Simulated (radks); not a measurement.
Task: These are the eigenvalues of the occupied orbitals of an atom or ion with whole-number occupations (hartree). Method: scalar-relativistic Kohn-Sham, SCAN, spin-polarised, spherical densities, finite nucleus; meta-GGA in the generalised Kohn-Sham scheme; Fermi nuclear charge, rms radius of each element as measured or else 0.836 A^(1/3) + 0.57 fm; computed with a radial shooting solver on a logarithmic mesh with Libxc functionals.

| orbital | eigenvalue |
|---|---|
| 1s up | -1780.431 |
| 1s down | -1780.431 |
| 2s up | -293.5413 |
| 2s down | -293.5380 |
| 2p up | -261.4336 |
| 2p down | -261.4313 |
| 3s up | -65.32354 |
| 3s down | -65.22066 |
| 3p up | -55.25814 |
| 3p down | -55.15220 |
| 3d up | -41.80630 |
| 3d down | -41.72007 |
| 4s up | -13.57342 |
| 4s down | -13.32361 |
| 4p up | -10.24716 |
| 4p down | -9.99490 |
| 4d up | -5.60712 |
| 4d down | -5.34704 |
| 5s up | -2.19160 |
| 5s down | -2.10507 |
| 5p up | -1.40078 |
| 5p down | -1.33559 |
| 4f up | -0.65840 |

Which element is it, and in what charge state? The configuration may be excited. Open shells, if any, are filled with parallel spins first.

Result: Z = 63, europium, charge +2: Eu2+ in [Xe] 4f7. The list shows which subshells hold electrons but not how many an open one holds; the 1s level, -1780.4 hartree, gives Z - s = 59.7 by -(Z - s)^2/2, which with screening and relativity narrows Z to a few neighbours, and the depths of the outer levels then fix element, charge and occupations together.
